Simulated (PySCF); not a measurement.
## Solvent effects on NMR parameters

Molfile (atoms numbered from 1):
```
C6H6O2
     RDKit          3D

 14 14  0  0  0  0  0  0  0  0999 V2000
    1.4785   -1.4197    0.4622 O   0  0  0  0  0  0  0  0  0  0  0  0
    0.3727   -0.6663    0.3123 C   0  0  0  0  0  0  0  0  0  0  0  0
   -0.8932   -1.2430    0.3126 C   0  0  0  0  0  0  0  0  0  0  0  0
   -2.0295   -0.4461    0.1574 C   0  0  0  0  0  0  0  0  0  0  0  0
   -1.9059    0.9312    0.0011 C   0  0  0  0  0  0  0  0  0  0  0  0
   -0.6373    1.5183   -0.0018 C   0  0  0  0  0  0  0  0  0  0  0  0
    0.4931    0.7261    0.1518 C   0  0  0  0  0  0  0  0  0  0  0  0
    1.7723    1.1915    0.1620 O   0  0  0  0  0  0  0  0  0  0  0  0
    2.2397   -0.8245    0.4262 H   0  0  0  0  0  0  0  0  0  0  0  0
   -0.9674   -2.3251    0.4363 H   0  0  0  0  0  0  0  0  0  0  0  0
   -3.0172   -0.9118    0.1596 H   0  0  0  0  0  0  0  0  0  0  0  0
   -2.7914    1.5581   -0.1194 H   0  0  0  0  0  0  0  0  0  0  0  0
   -0.5249    2.6000   -0.1241 H   0  0  0  0  0  0  0  0  0  0  0  0
    1.7786    2.1462    0.0443 H   0  0  0  0  0  0  0  0  0  0  0  0
  1  2  1  0
  2  3  2  0
  3  4  1  0
  4  5  2  0
  5  6  1  0
  6  7  2  0
  7  8  1  0
  7  2  1  0
  1  9  1  0
  3 10  1  0
  4 11  1  0
  5 12  1  0
  6 13  1  0
  8 14  1  0
M  END
```

GIAO PBE0/pcSseg-1 in PySCF on one PBE0-D3(BJ)/def2-SVP conformer, non-relativistic, equivalent nuclei averaged. Solvents enter as an IEF-PCM continuum (water with ε = 78.4) around the gas-phase geometry. Shifts are referred to TMS computed in the same medium.

Gas phase, δ in ppm: C2/C7 148.3, C4/C5 125.1, C3/C6 117.5, H11/H12 6.86, H10/H13 6.80, H9/H14 4.30. Dipole moment 2.54 D.

Q: How does each δ change in the continuum?

A: 
```tsv
atoms	environment	Δδ, water
C2/C7	aromatic carbon bearing oxygen	+1.4
C4/C5	aromatic CH	+1.1
C3/C6	aromatic CH	+1.5
H11/H12	hydrogen on an aromatic CH	+0.19
H10/H13	hydrogen on an aromatic CH	+0.31
H9/H14	hydrogen on a phenol-type oxygen	+0.96
```

Changes are relative to the gas phase. The dipole moment becomes 3.42 D in water.

Q: Which nuclei move most (in ppm), and what does the model miss?

A: C2/C7 (aromatic carbon bearing oxygen, +1.4 ppm) and C3/C6 (aromatic CH, +1.5 ppm) in water. A continuum only polarises the solute; specific hydrogen bonds, the anisotropy of aromatic solvents and changes of geometry or conformer are outside it.
